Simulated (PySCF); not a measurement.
prop-2-enoxyboronic acid (C₃H₇BO₃), SMILES C=CCOB(O)O. Atoms are numbered in the order given.

```xyz
14

C      3.0102    -0.0682     0.4499
C      1.6971    -0.2940     0.5244
C      0.8333    -0.6707    -0.6447
O     -0.2144     0.2705    -0.8549
B     -1.3424     0.2572    -0.0885
O     -2.3087     1.2038    -0.2922
O     -1.5114    -0.6945     0.8786
H      3.6010     0.1848     1.3346
H      3.5478    -0.1335    -0.5023
H      1.1766    -0.2234     1.4868
H      0.4020    -1.6739    -0.4779
H      1.4324    -0.7038    -1.5680
H     -2.0600     1.8173    -0.9948
H     -2.3550    -0.5940     1.3352
```

The structure is a stationary point at B3LYP-D3(BJ)/def2-SVP. The values are those of a single conformer.

All values below come from B3LYP/pcSseg-1 in PySCF.

GIAO shieldings, no solvent; atoms listed in one row are averaged. δ = σ(ref) − σ: ¹³C against TMS (σ = 181.3 ppm); ¹⁷O against H2O (σ = 333.8 ppm); ¹¹B against BF3 (σ = 86.3 ppm); ¹H against TMS (σ = 31.68 ppm), references at their B3LYP-D3(BJ)/def2-TZVP geometries, non-relativistic.

```json
[
 {"nucleus": "¹³C", "atoms": "C2", "count": "1", "δ (ppm)": "149.7"},
 {"nucleus": "¹³C", "atoms": "C1", "count": "1", "δ (ppm)": "125.6"},
 {"nucleus": "¹³C", "atoms": "C3", "count": "1", "δ (ppm)": "73.3"},
 {"nucleus": "¹⁷O", "atoms": "O4", "count": "1", "δ (ppm)": "97.1"},
 {"nucleus": "¹⁷O", "atoms": "O6", "count": "1", "δ (ppm)": "87.7"},
 {"nucleus": "¹⁷O", "atoms": "O7", "count": "1", "δ (ppm)": "80.4"},
 {"nucleus": "¹¹B", "atoms": "B5", "count": "1", "δ (ppm)": "7.6"},
 {"nucleus": "¹H", "atoms": "H10", "count": "1", "δ (ppm)": "6.67"},
 {"nucleus": "¹H", "atoms": "H8, H9", "count": "2", "δ (ppm)": "5.55"},
 {"nucleus": "¹H", "atoms": "H11", "count": "1", "δ (ppm)": "5.04"},
 {"nucleus": "¹H", "atoms": "H12", "count": "1", "δ (ppm)": "4.10"},
 {"nucleus": "¹H", "atoms": "H13, H14", "count": "2", "δ (ppm)": "3.27"}
]
```
